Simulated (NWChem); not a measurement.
Program: NWChem. System: CH$_{2}$AlNO, charge 0, spin multiplicity 1, at a geometry optimised with PBE0/def2-SVP. The structure started from a generated list of species. Level: G0W0@PBE0/def2-TZVPD, RI basis def2-tzvpd-rifit.

Job file:

```
start mol
memory heap 200 mb stack 700 mb global 1700 mb
geometry units angstroms nocenter noautoz
  Al     0.000000     0.000000    -1.725681
  H     -1.399034     0.000000    -2.457641
  H      1.399034     0.000000    -2.457641
  N      0.000000     0.000000     0.056112
  C      0.000000     0.000000     1.257992
  O      0.000000     0.000000     2.426049
  symmetry group C2v
end
basis spherical
  * library def2-tzvpd
end
basis "ri basis" bse spherical
  * library def2-tzvpd-rifit
end
dft
  xc pbe0
  iterations 100
  direct
  tolerances tight
end
task dft energy
gw
  method cdgw
  states alpha occ 4 vir 2
end
task dft gw
```

Part of the output:

```
             Northwest Computational Chemistry Package (NWChem) 7.3.0
             --------------------------------------------------------

                                NWChem Input Module
                                -------------------

 Scaling coordinates for geometry "geometry" by  1.889725989
 (inverse scale =  0.529177249)

 Turning off AUTOSYM since
 SYMMETRY directive was detected!

                             Geometry "geometry" -> ""
                             -------------------------

 Output coordinates in angstroms (scale by  1.889725989 to convert to a.u.)

  No.       Tag          Charge          X              Y              Z
 ---- ---------------- ---------- -------------- -------------- --------------
    1 Al                  13.0000     0.00000000     0.00000000    -1.72568100
    2 H                    1.0000    -1.39903400     0.00000000    -2.45764100
    3 H                    1.0000     1.39903400     0.00000000    -2.45764100
    4 N                    7.0000     0.00000000     0.00000000     0.05611200
    5 C                    6.0000     0.00000000     0.00000000     1.25799200
    6 O                    8.0000     0.00000000     0.00000000     2.42604900

 Effective nuclear repulsion energy (a.u.)     121.6023876079

            Nuclear Dipole moment (a.u.)
            ----------------------------
        X                 Y               Z
 ---------------- ---------------- ----------------
     0.0000000000     0.0000000000    -0.0000132281

      Symmetry information
      --------------------

 Group name             C2v
 Group number             16
 Group order               4
 No. of unique centers     5

      Symmetry unique atoms

     1    2    4    5    6


 Summary of "ao basis" -> "" (spherical)
 ------------------------------------------------------------------------------
       Tag                 Description            Shells   Functions and Types
 ---------------- ------------------------------  ------  ---------------------
 *                         def2-tzvpd                 on all atoms

 new library libraries.bse/

 Summary of "ri basis" -> "" (spherical)
 ------------------------------------------------------------------------------
       Tag                 Description            Shells   Functions and Types
 ---------------- ------------------------------  ------  ---------------------
 *                      def2-tzvpd-rifit              on all atoms

                                 NWChem DFT Module
                                 -----------------

 Summary of "ao basis" -> "ao basis" (spherical)
 ------------------------------------------------------------------------------
       Tag                 Description            Shells   Functions and Types
 ---------------- ------------------------------  ------  ---------------------
 Al                        def2-tzvpd               15       43   6s5p3d1f
 H                         def2-tzvpd                5        9   3s2p
 N                         def2-tzvpd               13       37   6s3p3d1f
 C                         def2-tzvpd               13       37   6s3p3d1f
 O                         def2-tzvpd               14       40   6s4p3d1f

 Summary of "ao basis" -> "ao basis" (spherical)
 ------------------------------------------------------------------------------
       Tag                 Description            Shells   Functions and Types
 ---------------- ------------------------------  ------  ---------------------
 Al                        def2-tzvpd               15       43   6s5p3d1f
 H                         def2-tzvpd                5        9   3s2p
 N                         def2-tzvpd               13       37   6s3p3d1f
 C                         def2-tzvpd               13       37   6s3p3d1f
 O                         def2-tzvpd               14       40   6s4p3d1f

      Symmetry analysis of basis
      --------------------------

        a1         78
        a2         18
        b1         42
        b2         37

            General Information
            -------------------
          SCF calculation type: DFT
          Wavefunction type:  closed shell.
          No. of atoms     :     6
          No. of electrons :    36
           Alpha electrons :    18
            Beta electrons :    18
          Charge           :     0
          Spin multiplicity:     1
          Use of symmetry is: on ; symmetry adaption is: on
          Maximum number of iterations: 100
          This is a Direct SCF calculation.
          AO basis - number of functions:   175
                     number of shells:    65
          Convergence on energy requested:  1.00D-06
          Convergence on density requested:  1.00D-05
          Convergence on gradient requested:  5.00D-04

              XC Information
              --------------
                         PBE0 Method XC Functional
                     Hartree-Fock (Exact) Exchange  0.250
          PerdewBurkeErnzerhof Exchange Functional  0.750
            Perdew 1991 LDA Correlation Functional  1.000 local
           PerdewBurkeErnz. Correlation Functional  1.000 non-local

             Grid Information
             ----------------
          Grid used for XC integration:  medium
          Radial quadrature: Mura-Knowles
          Angular quadrature: Lebedev.
          Tag              B.-S. Rad. Rad. Pts. Rad. Cut. Ang. Pts.
          ---              ---------- --------- --------- ---------
          Al                  1.25       88          14.0       590
          H                   0.35       45          14.0       434
[...]
 LUMO         =      -0.013649

      Symmetry analysis of molecular orbitals - initial
      -------------------------------------------------

  Numbering of irreducible representations:

     1 a1          2 a2          3 b1          4 b2

  Orbital symmetries:

     1 a1          2 a1          3 a1          4 a1          5 a1
     6 a1          7 b1          8 b2          9 a1         10 a1
    11 a1         12 a1         13 b1         14 b2         15 a1
    16 b1         17 b2         18 b1         19 b2         20 a1
    21 a1         22 a1         23 a1         24 b1         25 b1
    26 b2         27 a2         28 b2

   convergence    iter        energy       DeltaE   RMS-Dens  Diis-err    time
 ---------------- ----- ----------------- --------- --------- ---------  ------
 d= 0,ls=0.0,diis     1   -411.4293871624 -5.33D+02  7.82D-03  1.09D+00     5.2
 d= 0,ls=0.0,diis     2   -411.3507961121  7.86D-02  3.13D-03  1.98D+00     9.2
 d= 0,ls=0.0,diis     3   -411.5215987338 -1.71D-01  9.55D-04  6.69D-02    13.2
 d= 0,ls=0.0,diis     4   -411.5226948417 -1.10D-03  5.29D-04  4.66D-02    17.2
 d= 0,ls=0.0,diis     5   -411.5271333912 -4.44D-03  1.32D-04  1.32D-03    21.2
 d= 0,ls=0.0,diis     6   -411.5272931084 -1.60D-04  1.04D-05  6.87D-06    25.2
 d= 0,ls=0.0,diis     7   -411.5272935390 -4.31D-07  3.06D-06  3.90D-07    29.2

         Total DFT energy =     -411.527293539036
      One electron energy =     -808.474182000541
           Coulomb energy =      315.372531123680
    Exchange-Corr. energy =      -40.028030270123
 Nuclear repulsion energy =      121.602387607947

 Numeric. integr. density =       35.999996835363

     Total iterative time =     28.2s

                  Occupations of the irreducible representations
                  ----------------------------------------------

                     irrep           alpha         beta
                     --------     --------     --------
                     a1               11.0         11.0
                     a2                0.0          0.0
                     b1                4.0          4.0
                     b2                3.0          3.0

                       DFT Final Molecular Orbital Analysis
                       ------------------------------------

 Vector   16  Occ=2.000000D+00  E=-3.462083D-01  Symmetry=b1
              MO Center=  1.0D-15, -2.6D-15, -9.4D-01, r^2= 4.9D+00
   Bfn.  Coefficient  Atom+Function         Bfn.  Coefficient  Atom+Function
  ----- ------------  ---------------      ----- ------------  ---------------
    16      0.272098  1 Al px                68      0.197275  4 N  px
   142     -0.197719  6 O  px                71      0.175720  4 N  px
    45     -0.172137  2 H  s                 54      0.172137  3 H  s
   145     -0.167196  6 O  px                46     -0.127951  2 H  s
    55      0.127951  3 H  s                 74      0.112010  4 N  px

 Vector   17  Occ=2.000000D+00  E=-3.273255D-01  Symmetry=b2
              MO Center= -3.1D-16, -2.7D-15,  8.8D-01, r^2= 2.2D+00
   Bfn.  Coefficient  Atom+Function         Bfn.  Coefficient  Atom+Function
  ----- ------------  ---------------      ----- ------------  ---------------
    69      0.325914  4 N  py               143     -0.300026  6 O  py
    72      0.288528  4 N  py               146     -0.255346  6 O  py
    75      0.186776  4 N  py               149     -0.160654  6 O  py
    17      0.094262  1 Al py               120     -0.057981  5 C  d -1
   106      0.051154  5 C  py               109      0.046988  5 C  py

 Vector   18  Occ=2.000000D+00  E=-3.071453D-01  Symmetry=b1
              MO Center=  1.9D-15, -3.6D-14, -4.1D-01, r^2= 5.0D+00
   Bfn.  Coefficient  Atom+Function         Bfn.  Coefficient  Atom+Function
  ----- ------------  ---------------      ----- ------------  ---------------
    68      0.266847  4 N  px                71      0.235878  4 N  px
   142     -0.233150  6 O  px               145     -0.199128  6 O  px
    16     -0.161862  1 Al px                45      0.157109  2 H  s
    54     -0.157109  3 H  s                 74      0.144771  4 N  px
   148     -0.134477  6 O  px                46      0.125437  2 H  s

 Vector   19  Occ=0.000000D+00  E=-6.490417D-02  Symmetry=b2
              MO Center=  2.1D-15,  2.7D-15, -1.6D+00, r^2= 4.8D+00
   Bfn.  Coefficient  Atom+Function         Bfn.  Coefficient  Atom+Function
  ----- ------------  ---------------      ----- ------------  ---------------
    20      0.611827  1 Al py                17      0.437950  1 Al py
   112     -0.168930  5 C  py               109     -0.143755  5 C  py
   106     -0.135016  5 C  py                 8     -0.102614  1 Al py
   143      0.100699  6 O  py               149      0.096002  6 O  py
   146      0.090649  6 O  py                11     -0.086782  1 Al py

 Vector   20  Occ=0.000000D+00  E=-5.665611D-03  Symmetry=a1
              MO Center=  4.2D-16,  5.0D-15, -1.9D-01, r^2= 9.6D+00
   Bfn.  Coefficient  Atom+Function         Bfn.  Coefficient  Atom+Function
  ----- ------------  ---------------      ----- ------------  ---------------
   104      3.354291  5 C  s                141     -2.480613  6 O  s
   103      2.261786  5 C  s                 67     -1.300094  4 N  s
    66     -1.234635  4 N  s                  5     -0.879689  1 Al s
   126      0.697041  5 C  d  0             140     -0.660295  6 O  s
     6      0.590023  1 Al s                 76     -0.378185  4 N  pz

 Vector   21  Occ=0.000000D+00  E= 1.846629D-02  Symmetry=a1
              MO Center=  8.2D-13,  4.7D-15, -3.4D+00, r^2= 1.1D+01
   Bfn.  Coefficient  Atom+Function         Bfn.  Coefficient  Atom+Function
  ----- ------------  ---------------      ----- ------------  ---------------
    67      4.366220  4 N  s                  6     -3.201325  1 Al s
   103     -2.550861  5 C  s                  5      1.562545  1 Al s
   104      1.450620  5 C  s                 21     -1.307137  1 Al pz
   113      1.069189  5 C  pz                76      0.970652  4 N  pz
   141     -0.924777  6 O  s                102     -0.620066  5 C  s

 center of mass
 --------------
 x =   0.00000000 y =   0.00000000 z =   0.08439943

 moments of inertia (a.u.)
 ------------------
         734.065609342644           0.000000000000           0.000000000000
           0.000000000000         748.154257795842           0.000000000000
           0.000000000000           0.000000000000          14.088648453198

     Multipole analysis of the density
     ---------------------------------

     L   x y z        total         alpha         beta         nuclear
     -   - - -        -----         -----         ----         -------
     0   0 0 0      0.000000    -18.000000    -18.000000     36.000000

     1   1 0 0      0.000000      0.000000      0.000000      0.000000
     1   0 1 0     -0.000000     -0.000000     -0.000000      0.000000
     1   0 0 1     -0.856785     -0.428386     -0.428386     -0.000013

     2   2 0 0    -23.895674    -18.937467    -18.937467     13.979261
     2   1 1 0     -0.000000     -0.000000     -0.000000      0.000000
     2   1 0 1     -0.000000     -0.000000     -0.000000      0.000000
     2   0 2 0    -19.506692     -9.753346     -9.753346      0.000000
     2   0 1 1      0.000000      0.000000      0.000000      0.000000
     2   0 0 2    -26.573138   -205.046805   -205.046805    383.520471

 Task  times  cpu:       29.3s     wall:       29.3s

                                NWChem Input Module
                                -------------------

                                 NWChem GW Module
                                 ----------------

                             ***********************
                             ***        GW       ***
                             ***********************

 Summary of "ri basis" -> "ri basis" (spherical)
 ------------------------------------------------------------------------------
       Tag                 Description            Shells   Functions and Types
 ---------------- ------------------------------  ------  ---------------------
 Al                     def2-tzvpd-rifit            33      129   10s8p7d6f2g
 H                      def2-tzvpd-rifit            10       24   5s3p2d
 N                      def2-tzvpd-rifit            26       92   9s7p5d4f1g
 C                      def2-tzvpd-rifit            26       92   9s7p5d4f1g
 O                      def2-tzvpd-rifit            26       92   9s7p5d4f1g

                 Memory Information
                 ------------------
          Available GA per process is          1699.8 MBs
          Available stack per process is        700.0 MBs
          Available heap per process is           0.0 MBs

          Peak memory in Initialization
              Peak GA per process is                 14.0 MBs
              Peak stack per process is               0.4 MBs
              Peak heap per process is               14.4 MBs
              Memory not in MA per process            0.0 MBs

          Peak memory in CDGW Calculation
              Peak GA per process is                 17.3 MBs
              Peak stack per process is               3.1 MBs
              Peak heap per process is                3.6 MBs
              Memory not in MA per process            0.0 MBs

          Computing 2-center integrals
          Computing Inverse Cholesky factor
          Computing 3-center integrals
          Computing Vxc

          Computing Sigma_x
          Computing W(iw) on the imaginary grid
          Solving quasiparticle equations

                  Alpha Orbitals
          State     Energy (eV)     Error (eV)
          -----------------------------------
@GW        15        -13.220           0.002
@GW        16        -11.750           0.002
@GW        17        -11.003           0.005
@GW        18        -10.609           0.002
@GW        19          0.006           0.004
@GW        20          1.082           0.003

     GW Timing Statistics
   ------------------------
   Init.   :          0.1s
     ERIs  :          2.4s
     Distr.:          0.0s
     Vxc   :          3.7s
   Vmo     :          0.0s
   iW      :          4.5s
   I_n     :          0.0s
   R_n     :          0.4s
   GW total:         11.2s

 Task  times  cpu:       11.2s     wall:       11.2s

 Total times  cpu:       40.5s     wall:       40.5s
```
